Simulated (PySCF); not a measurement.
Species: [NbCl6]- (charge -1 and singlet state).
Geometry (PBE0-D3(BJ)/def2-SVP, Å), atoms numbered from 1 in this order:
```
atom  x, y, z in Å
Nb1    0.013   -0.014   -0.010
Cl2    0.000   -0.024    2.352
Cl3    0.019   -0.004   -2.372
Cl4    2.375    0.005   -0.004
Cl5   -2.349   -0.037   -0.024
Cl6   -0.004    2.348    0.002
Cl7    0.038   -2.376   -0.014
```

Method: PBE0-D3(BJ)/def2-SVP geometry optimisation, gas phase, def2 core potentials past Kr (PySCF 2.14.0).

Problem. Which atoms are bound to Nb1, and at what distances?

Solution. 6 atoms: Cl6 2.362 Å, Cl3 2.362 Å, Cl5 2.362 Å, Cl2 2.362 Å, Cl7 2.362 Å, Cl4 2.362 Å.

Problem. List the angles at Nb1.

Solution. 
```
      angle  degrees  distance of the outer atoms (Å)
Cl2–Nb1–Cl3    179.9                             4.72
Cl4–Nb1–Cl5    179.8                             4.72
Cl6–Nb1–Cl7    179.7                             4.72
Cl5–Nb1–Cl6     90.2                             3.34
Cl3–Nb1–Cl7     90.2                             3.34
Cl2–Nb1–Cl4     90.1                             3.34
Cl5–Nb1–Cl7     90.1                             3.34
Cl3–Nb1–Cl6     90.1                             3.34
Cl2–Nb1–Cl5     90.0                             3.34
Cl3–Nb1–Cl4     90.0                             3.34
Cl2–Nb1–Cl6     89.9                             3.34
Cl4–Nb1–Cl6     89.9                             3.34
Cl2–Nb1–Cl7     89.8                             3.34
Cl4–Nb1–Cl7     89.8                             3.34
Cl3–Nb1–Cl5     89.8                             3.33
```

Problem. What is the shape at Nb1?

Solution. Octahedral: the three widest angles are 179.9°, 179.8° and 179.7°, the others run from 89.8° to 90.2°.

Problem. What are the rotational constants (commonest isotopes, rigid rotor)?

Solution. A = 647.9, B = 647.6, C = 647.3 MHz: a spherical top.

Point group: Oh (every atom within 0.08 Å of its image). Charge -1, singlet. The geometry's basis has no diffuse functions, a weakness for an anion. Not checked by PBE0-D3(BJ)/def2-SVP frequencies.

The run took 1.8 min on one thread, Arm Neoverse V1 (aarch64), shared host with 64 logical CPUs at a one-minute load of 16, and the process peaked at 0.57 GiB of memory. This is the geometry optimisation.
